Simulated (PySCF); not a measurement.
**How good is the calculation?**

Structure with atom numbers: `[CH3:1][S:2](=[O:3])(=[O:4])[c:5]1[cH:6][cH:7][cH:8][cH:9][n:10]1`. Hydrogens are named by the atom that carries them.

Published estimates (parent shift plus substituent increments) and measurements: δ ¹³C C5 158.3; C9 150.1; C7 138.3; C8 127.4; C6 121.1 ppm (estimated from measurements, as parent shift plus tabulated substituent increment; solution, not stated per compound (mostly CDCl3 or CCl4); Pretsch, Buehlmann, Badertscher, Structure Determination of Organic Compounds, 4th ed. (2009)).

- σ from GIAO-PBE0/pcSseg-1
- structure optimised with GFN2-xTB
- program: PySCF
- no relativistic terms, gas phase, single conformer, one averaged value for each set of equivalent atoms

(1) What does the calculation give, and how does it compare?

(2) How far are the unscaled ¹³C shifts from the references?

## Answers

(1) 
Reference values: estimated from measurements, as parent shift plus tabulated substituent increment (solution, not stated per compound (mostly CDCl3 or CCl4); Pretsch, Buehlmann, Badertscher, Structure Determination of Organic Compounds, 4th ed. (2009)).
```json
{"atoms": "C5", "quantity": "δ ¹³C", "reference": "158.3", "computed": "172.3", "computed, scaled": "165.7"}
{"atoms": "C9", "quantity": "δ ¹³C", "reference": "150.1", "computed": "153.3", "computed, scaled": "147.2"}
{"atoms": "C7", "quantity": "δ ¹³C", "reference": "138.3", "computed": "144.6", "computed, scaled": "138.8"}
{"atoms": "C8", "quantity": "δ ¹³C", "reference": "127.4", "computed": "131.4", "computed, scaled": "125.9"}
{"atoms": "C6", "quantity": "δ ¹³C", "reference": "121.1", "computed": "124.6", "computed, scaled": "119.2"}
```

Computed shifts are σ(ref) − σ with the named reference compound (TMS for H and C) calculated as an isolated molecule at the same level. The measured values may be among those fitted. Expected solution values come from regression of measured δ (H and C: mostly CDCl3, vs TMS) on computed σ: ¹³C (scatter 2.1 ppm rms, 2.3 ppm with the 13 outliers that the fit left out). A few per cent of atoms miss by over 2 rms, more outside the fitted compound classes.

(2) Mean signed difference +6.20 ppm, mean absolute 6.20 ppm over 5 comparisons; the largest is +14.0 ppm at C5 (aromatic carbon bearing sulfur).
